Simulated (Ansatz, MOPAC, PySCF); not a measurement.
Molecule: bis(ethenyl)-methylborane, C$_{5}$H$_{9}$B, net charge 0, singlet state. SMILES: C(=C)B(C)C=C
Coordinates optimised at B3LYP-D3(BJ)/def2-TZVP (Ansatz, a first-principles code):
```xyz
15

C      1.9667     1.3363    -0.1027
C      0.6723     1.0514     0.0733
B      0.0628    -0.3710    -0.0787
C      0.9294    -1.6255    -0.4599
C     -1.4627    -0.6001     0.1481
C     -2.3450     0.3495     0.4765
H      2.3628     2.3401     0.0106
H      2.6878     0.5720    -0.3689
H      0.0301     1.8885     0.3389
H      1.9933    -1.4485    -0.6150
H      0.8253    -2.3937     0.3156
H      0.5284    -2.0863    -1.3705
H     -1.8570    -1.6094     0.0335
H     -3.3993     0.1395     0.6239
H     -2.0495     1.3835     0.6130
```

Unscaled harmonic wavenumbers (cm⁻¹) in rising order, each level at the stationary point that it reaches from this structure (no distance between atoms moves by over 0.3 Å); the order of modes can differ between levels, and a negative number is imaginary. B3LYP-D3(BJ)/def2-TZVP (PySCF, at the structure above): 30, 65, 73, 210, 280, 329, 395, 504, 521, 623, 668, 845, 889, 1005, 1013, 1016, 1027, 1049, 1062, 1158, 1212, 1329, 1337, 1346, 1461, 1463, 1465, 1466, 1656, 1669, 3006, 3043, 3093, 3104, 3108, 3124, 3127, 3198, 3200.

PM3 (MOPAC): 40, 89, 138, 245, 329, 374, 415, 498, 514, 604, 742, 829, 851, 956, 968, 969, 988, 1059, 1068, 1118, 1159, 1218, 1267, 1320, 1329, 1331, 1381, 1390, 1805, 1811, 2995, 3038, 3052, 3059, 3063, 3068, 3131, 3131, 3158. Zero-point energy 77.9 against 78.9 kcal/mol; where all levels lie over 400 cm⁻¹, the wavenumbers are on average 0.981 times those of B3LYP-D3(BJ)/def2-TZVP.

HF/3-21G (Ansatz): 49, 75, 92, 225, 303, 370, 425, 549, 598, 690, 718, 930, 1021, 1096, 1136, 1150, 1161, 1191, 1197, 1252, 1310, 1468, 1482, 1513, 1611, 1615, 1634, 1640, 1803, 1814, 3148, 3182, 3258, 3268, 3284, 3308, 3313, 3379, 3384. Zero-point energy 85.3 against 78.9 kcal/mol; where all levels lie over 400 cm⁻¹, the wavenumbers are on average 1.094 times those of B3LYP-D3(BJ)/def2-TZVP.
